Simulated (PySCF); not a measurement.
C₆H₁₈Si₄.
Structure used (PBE0-D3(BJ)/def2-SVP), in Å, numbered top down from 1:
```
atom  x, y, z in Å
C1    -1.3864    3.0757    0.8289
C2    -0.8748    2.2776   -0.1159
Si3   -0.8465    0.4079   -0.0165
C4     0.9523   -0.2650   -0.0471
C5     1.6267    0.1842   -1.3456
C6     0.9257   -1.7923    0.0245
C7     1.6996    0.3044    1.1608
Si8   -2.1227   -0.5757    1.7230
Si9   -2.8549   -2.2135    0.1813
Si10  -2.2169   -0.7541   -1.5679
H11   -1.3853    4.1674    0.7319
H12   -1.8349    2.6721    1.7442
H13   -0.4499    2.7496   -1.0129
H14    1.6764    1.2818   -1.4250
H15    1.0991   -0.1969   -2.2348
H16    2.6637   -0.1943   -1.3879
H17    1.9541   -2.1951    0.0121
H18    0.4457   -2.1551    0.9482
H19    0.3915   -2.2381   -0.8307
H20    2.7476   -0.0450    1.1634
H21    1.7140    1.4058    1.1507
H22    1.2413   -0.0154    2.1105
H23   -3.2696    0.3031    2.1230
H24   -1.4218   -1.0412    2.9623
H25   -4.2825   -2.6550    0.2525
H26   -1.9703   -3.4211    0.2263
H27   -1.5929   -1.3623   -2.7867
H28   -3.3860    0.0831   -1.9892
```

NICS = −σ at a ghost point: NICS(0) at the centroid of the ring atoms, NICS(1) 1 Å to either side along the normal of their mean plane, zz for the tensor component along that normal. Level: GIAO PBE/pcSseg-1 (PySCF, non-relativistic, gas phase) on the PBE0-D3(BJ)/def2-SVP geometry, one conformer.

Ring bond lengths (Å): Si3–Si8 2.371, Si8–Si9 2.365, Si9–Si10 2.366, Si10–Si3 2.374.

Q: Give the NICS values of each ring in ppm.

A: 
```csv
ring,type,NICS(0),"NICS(1), two faces","NICS(1)zz, two faces",rms pucker (Å),"centre to ring atoms, mean (Å)"
Si3–Si8–Si9–Si10,4-membered ring with 4 Si; formal bonds all single,-0.5,-2.2 / -1.9,4.7 / 2.5,0.20,1.66
```

Q: What can be read from them?

A: 
- Si3–Si8–Si9–Si10: mean NICS(1)zz 3.6 ppm, deshielded. Si3, Si8, Si9, Si10 have four or more neighbours, so the value isn't read as a sign of a π ring current.

Q: What is the mean of the two in-plane components of NICS at the first NICS(1) probe listed for ring Si3–Si8–Si9–Si10, 1 Å off the ring?

A: The isotropic value is a third of the trace: (3 × -2.2 − (4.7))/2 = -5.7 ppm.

Q: List the ring angles.

A: 
- Si3–Si8–Si9–Si10: Si3 88.0°, Si8 88.6°, Si9 88.4°, Si10 88.5°; sum 353.5° against 360° for a flat convex ring.

Q: What are the shieldings of the ring atoms and their hydrogens in the same run (means over atoms taken as equivalent)?

A: 
| atoms | environment | σ isotropic (ppm) | principal values of the symmetric part, first atom (ppm) |
| --- | --- | --- | --- |
| Si3 | four-coordinate silicon | 322.7 | 295.5, 322.8, 349.7 |
| Si8 (×2) | SiH2 silicon | 434.7 | 396.2, 449.2, 471.6 |
| Si9 | SiH2 silicon | 440.7 | 414.7, 447.3, 460.0 |
| H23 (×2) | Si–H hydrogen | 27.12 | 23.9, 25.1, 32.2 |
| H24 (×2) | Si–H hydrogen | 26.99 | 23.4, 24.9, 32.9 |
| H25 | Si–H hydrogen | 27.08 | 23.3, 23.8, 34.1 |
| H26 | Si–H hydrogen | 27.21 | 23.8, 26.7, 31.2 |

Q: How do the values depend on the level or the medium?

A: 
| level | NICS(0), Si3–Si8–Si9–Si10 | mean NICS(1)zz, Si3–Si8–Si9–Si10 |
| --- | --- | --- |
| PBE/pcSseg-1, gas | -0.5 | 3.6 |
| PBE0/pcSseg-1, gas | -0.3 | 3.3 |

The geometry is the same throughout.
